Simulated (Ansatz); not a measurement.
Job for Ansatz (a first-principles code): R-CCSD(T)/cc-pV(D+d)Z on H3NSSi (SMILES N[Si]S), a point of a torsion scan. Files ending in .json are basis or fitting sets from the Basis Set Exchange.

Ansatz 0.2 input:
```yaml
crystal:
  periodic: [false, false, false]
  atoms:
    - {symbol: N, position_ang: [-1.04180563, 0.00580682, 0.13369181]}
    - {symbol: Si, position_ang: [0.08725835, 0.54033923, 1.31478964]}
    - {symbol: S, position_ang: [-0.35661173, -0.90169638, 2.93225403]}
    - {symbol: H, position_ang: [-1.74907758, 0.63469592, -0.21116453]}
    - {symbol: H, position_ang: [-1.43993781, -0.92313596, 0.21837767]}
    - {symbol: H, position_ang: [0.64320286, -0.51485941, 3.70956765]}
basis:
  gaussian:
    orbitals: cc-pV_D+d_Z.json
magnetization: {spin_polarized: false}
correlation: {method: ccsd_t, electrons: outside_noble_gas}
scf: {lower_state_search: off}
```

Task: What total energy does the run end on?

Result: -743.1367 hartree (reference determinant -742.6942, T1 diagnostic 0.016).
